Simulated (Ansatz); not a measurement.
C2H6F3MoNO, SMILES `C[N]=[Mo]([F])([F])([F])[O]C`. Total charge 0; spin multiplicity 1. Mo takes the def2 core potential. The geometry is a stationary point of PBE0-D4/def2-TZVP. It is one conformer, not always the lowest.

```xyz
14

C     1.869    0.078    1.489
N     0.838    0.612    0.683
Mo   -0.369    1.192   -0.334
F     0.326    0.621   -1.991
F     0.175    2.882   -0.916
F    -1.546    2.075    0.806
O    -1.581   -0.182   -0.552
C    -1.541   -1.513   -0.982
H     2.569   -0.487    0.865
H     2.410    0.888    1.987
H     1.448   -0.588    2.247
H    -0.963   -1.573   -1.911
H    -1.074   -2.148   -0.223
H    -2.561   -1.857   -1.166
```

What is the dipole moment at PBE/def2-TZVPP? (Estimate.)

Computed: 4.78 D, with components (1.39, -4.15, 1.93) D in this frame, pointing from negative to positive charge.

And with r2SCAN, B3LYP, ωB97M-V? (Estimate.)

Ansatz gave: r2SCAN 4.94 D, B3LYP 5.08 D, ωB97M-V 5.08 D.

Give the Mulliken charges with PBE, ωB97M-V, r2SCAN in def2-TZVPP. (An estimate is asked.)

Ansatz gave: 
```tsv
atom	PBE	ωB97M-V	r2SCAN
C1	-0.13	-0.19	-0.01
N2	-0.43	-0.45	-0.51
Mo3	1.42	1.62	1.66
F4	-0.36	-0.40	-0.40
F5	-0.35	-0.40	-0.39
F6	-0.35	-0.39	-0.39
O7	-0.38	-0.44	-0.45
C8	-0.11	-0.15	0.03
H9	0.12	0.14	0.08
H10	0.12	0.14	0.08
H11	0.12	0.14	0.08
H12	0.12	0.14	0.09
H13	0.10	0.11	0.06
H14	0.11	0.13	0.07
```

B3LYP here is the variant with VWN-RPA as its local correlation; programs differ in this.
